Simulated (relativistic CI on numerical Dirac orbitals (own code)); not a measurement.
## Electric-dipole transitions in Ag37+

Computed by Dirac-Coulomb-Breit CI, orbitals from a KLI potential per configuration, model QED (radiative potential, 1s self-energy scaled to tabulated hydrogen-like ionisation energies), unscaled Slater integrals (own radial code, finite nucleus).

Configuration list (outside the closed core 1s2): 2s²2p⁶, 2s²2p⁵3s, 2s²2p⁵3p, 2s²2p⁵3d, 2s2p⁶3s, 2s2p⁶3p, 2s2p⁶3d, 2s²2p⁵4s, 2s²2p⁵4p, 2s²2p⁵4d, 2s²2p⁵4f, 2s2p⁶4s, 2s2p⁶4p, 2s²2p⁴3s², 2s2p⁶4d, 2s2p⁶4f. Levels of other configurations are missing.

```csv
λ vac (nm),Lower,Upper,A (s⁻¹),log gf,S velocity/length
0.27684,2s²2p⁶ ¹S0 [1],2s²2p⁵4d ³D°1 [71],8.79e+13,-0.52,0.96
0.28793,2s²2p⁶ ¹S0 [1],2s²2p⁵4d ¹P°1 [53],1.44e+14,-0.27,0.97
0.33990,2s²2p⁶ ¹S0 [1],2s2p⁶3p ¹P°1 [33],6.14e+13,-0.50,0.99
0.35469,2s²2p⁶ ¹S0 [1],2s²2p⁵3d ³D°1 [27],2.78e+14,0.20,0.97
0.37180,2s²2p⁶ ¹S0 [1],2s²2p⁵3d ¹P°1 [19],3.31e+14,0.31,0.97
1.0542,2s²2p⁵3s ³P°2 [2],2s²2p⁵4p ³D3 [42],5.83e+12,-0.17,0.99
1.0706,2s²2p⁵3s ³P°2 [2],2s²2p⁵4p ³D2 [41],3.35e+12,-0.54,1.01
1.0713,2s²2p⁵3s ³P°2 [2],2s²2p⁵4p ³P1 [40],6.10e+12,-0.50,1.01
1.0749,2s²2p⁵3s ¹P°1 [3],2s²2p⁵4p ³D2 [41],3.53e+12,-0.51,0.99
1.0891,2s²2p⁵3p ³P1 [4],2s²2p⁵4d ³D°2 [49],5.51e+12,-0.31,0.99
1.0906,2s²2p⁵3p ³D1 [20],2s²2p⁵4d ³F°2 [68],1.20e+13,0.03,0.99
1.0913,2s²2p⁵3p ³P1 [4],2s²2p⁵4d ³P°1 [47],9.95e+12,-0.27,0.99
1.0916,2s²2p⁵3p ³D2 [5],2s²2p⁵4d ³D°2 [49],5.70e+12,-0.29,1.00
1.0927,2s²2p⁵3p ³D2 [5],2s²2p⁵4d ³F°3 [48],1.21e+13,0.18,0.99
1.1321,2s²2p⁵3p ¹P1 [7],2s²2p⁵4d ¹D°2 [51],1.02e+13,-0.01,1.00
1.1327,2s²2p⁵3p ³P1 [22],2s²2p⁵4d ³P°2 [69],1.32e+13,0.10,0.99
1.1333,2s²2p⁵3p ³D3 [6],2s²2p⁵4d ³F°4 [50],1.48e+13,0.41,0.99
1.1342,2s²2p⁵3p ³D2 [23],2s²2p⁵4d ³F°3 [70],1.47e+13,0.30,0.99
1.1371,2s²2p⁵3p ³P2 [8],2s²2p⁵4d ³D°3 [52],1.19e+13,0.21,0.99
1.1374,2s2p⁶3p ³P°2 [32],2s2p⁶4d ³D3 [84],1.47e+13,0.30,0.99
1.1375,2s2p⁶3p ¹P°1 [33],2s2p⁶4d ¹D2 [85],1.33e+13,0.11,0.99
1.2104,2s²2p⁵3d ³P°0 [12],2s²2p⁵4f ³D1 [54],1.46e+13,-0.02,0.99
1.2141,2s²2p⁵3d ³P°1 [13],2s²2p⁵4f ³D2 [56],1.74e+13,0.28,0.99
1.2155,2s²2p⁵3d ³P°1 [13],2s²2p⁵4f ³D1 [54],1.47e+13,-0.01,0.98
1.2173,2s²2p⁵3d ³F°2 [24],2s²2p⁵4f ³G3 [72],2.87e+13,0.65,1.00
1.2178,2s²2p⁵3d ³F°3 [14],2s²2p⁵4f ³F3 [57],5.90e+12,-0.04,0.98
1.2196,2s2p⁶3d ³D1 [34],2s2p⁶4f ³F°2 [86],2.57e+13,0.46,1.00
1.2196,2s²2p⁵3d ³F°3 [14],2s²2p⁵4f ³G4 [55],2.83e+13,0.75,1.00
1.2213,2s²2p⁵3d ³D°2 [15],2s²2p⁵4f ³F3 [57],2.09e+13,0.51,1.00
1.2222,2s2p⁶3d ³D2 [35],2s2p⁶4f ³F°3 [87],2.57e+13,0.61,1.00
1.2224,2s²2p⁵3d ³D°2 [15],2s²2p⁵4f ³D2 [56],1.14e+13,0.10,0.98
1.2239,2s²2p⁵3d ³F°4 [16],2s²2p⁵4f ³F4 [61],3.66e+12,-0.13,0.98
1.2260,2s²2p⁵3d ³F°4 [16],2s²2p⁵4f ³G5 [58],3.04e+13,0.88,1.00
1.2277,2s²2p⁵3d ³P°2 [25],2s²2p⁵4f ³D3 [75],2.91e+13,0.66,0.99
1.2289,2s²2p⁵3d ¹D°2 [17],2s²2p⁵4f ¹F3 [60],2.50e+13,0.60,0.99
1.2296,2s2p⁶3d ³D3 [36],2s2p⁶4f ³F°4 [88],3.03e+13,0.79,1.00
1.2306,2s²2p⁵3d ³F°3 [26],2s²2p⁵4f ³G4 [74],3.04e+13,0.79,1.00
1.2352,2s²2p⁵3d ³D°3 [18],2s²2p⁵4f ³F4 [61],2.65e+13,0.74,1.00
1.2359,2s²2p⁵3d ³D°3 [18],2s²2p⁵4f ¹F3 [60],4.83e+12,-0.11,0.98
1.2360,2s²2p⁵3d ³D°1 [27],2s²2p⁵4f ³F2 [73],2.53e+13,0.46,0.99
1.2423,2s2p⁶3d ¹D2 [37],2s2p⁶4f ¹F°3 [89],2.73e+13,0.65,1.00
1.2591,2s²2p⁵3d ¹P°1 [19],2s²2p⁵4f ¹D2 [59],2.48e+13,0.47,0.99
8.7203,2s²2p⁵3p ³D2 [5],2s²2p⁵3d ³F°3 [14],6.69e+10,-0.27,1.12
10.112,2s²2p⁵3s ³P°2 [2],2s²2p⁵3p ³D3 [6],6.07e+10,-0.19,1.10
11.782,2s²2p⁵3p ³D3 [6],2s²2p⁵3d ³F°4 [16],3.27e+10,-0.21,1.15
```

Terms are leading LS components. Brackets give the number of a level in order of energy, since labels repeat. The list gives strong lines, with weight on those to low levels, among the lowest 89 of 94 levels, so that lines to higher ones, which can be the strongest, are missing. Levels whose partners in the same complex of configurations lie outside the list can be far off, and so can their lines. Rates are taken at the computed energies, electric ones in the length gauge. A velocity-to-length ratio far from 1 marks an uncertain rate.

At this charge energies of transitions that change n are usually good to better than 1 %, and those within a shell (Δn = 0) to a few per cent.

LS names give the leading component of a level, which can be under half, so a name can repeat, a term be missing and a line seem to break the LS rules.
